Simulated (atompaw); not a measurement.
# An all-electron radial function and its pseudo partner (calcium)

Columns: radius, all-electron u(r) and pseudo u(r) of the 3d shell (level -1.95 eV) of calcium in the configuration [Ar] 3d0 4s2 4p0; PBE, scalar-relativistic, PAW (atompaw) scheme, atompaw 4.2.0.5.

```json
{"r (bohr)": "0.115", "all-electron": "0.0230", "pseudo": "0.0007"}
{"r (bohr)": "0.231", "all-electron": "0.1035", "pseudo": "0.0054"}
{"r (bohr)": "0.346", "all-electron": "0.2095", "pseudo": "0.0176"}
{"r (bohr)": "0.462", "all-electron": "0.3160", "pseudo": "0.0400"}
{"r (bohr)": "0.577", "all-electron": "0.4081", "pseudo": "0.0735"}
{"r (bohr)": "0.692", "all-electron": "0.4832", "pseudo": "0.1181"}
{"r (bohr)": "0.808", "all-electron": "0.5414", "pseudo": "0.1729"}
{"r (bohr)": "0.923", "all-electron": "0.5819", "pseudo": "0.2339"}
{"r (bohr)": "1.038", "all-electron": "0.6077", "pseudo": "0.2981"}
{"r (bohr)": "1.154", "all-electron": "0.6215", "pseudo": "0.3620"}
{"r (bohr)": "1.269", "all-electron": "0.6257", "pseudo": "0.4203"}
{"r (bohr)": "1.385", "all-electron": "0.6228", "pseudo": "0.4708"}
{"r (bohr)": "1.500", "all-electron": "0.6148", "pseudo": "0.5099"}
{"r (bohr)": "1.615", "all-electron": "0.6031", "pseudo": "0.5368"}
{"r (bohr)": "1.731", "all-electron": "0.5888", "pseudo": "0.5515"}
{"r (bohr)": "1.846", "all-electron": "0.5730", "pseudo": "0.5550"}
{"r (bohr)": "1.962", "all-electron": "0.5561", "pseudo": "0.5494"}
{"r (bohr)": "2.077", "all-electron": "0.5389", "pseudo": "0.5374"}
{"r (bohr)": "2.192", "all-electron": "0.5216", "pseudo": "0.5217"}
{"r (bohr)": "2.308", "all-electron": "0.5043", "pseudo": "0.5044"}
{"r (bohr)": "2.423", "all-electron": "0.4874", "pseudo": "0.4874"}
{"r (bohr)": "2.538", "all-electron": "0.4711", "pseudo": "0.4711"}
{"r (bohr)": "2.654", "all-electron": "0.4552", "pseudo": "0.4552"}
{"r (bohr)": "2.769", "all-electron": "0.4401", "pseudo": "0.4401"}
{"r (bohr)": "2.885", "all-electron": "0.4255", "pseudo": "0.4255"}
{"r (bohr)": "3.000", "all-electron": "0.4116", "pseudo": "0.4116"}
```

**Question.** How many radial nodes do the two functions have?

**Answer.** The all-electron 3d function has n − l − 1 = 0; the pseudo-wave has 0.

**Question.** At about which radius was the pseudo-wave matched?

**Answer.** 2.45 bohr. The columns agree to 0.0005 from 2.19 bohr on; several derivatives are matched, so the curves merge somewhat inside the radius.

**Question.** Is the pseudo-wave norm-conserving?

**Answer.** No, it belongs to a PAW set: the norm inside the radius is not constrained, and the difference is carried by the augmentation charge.
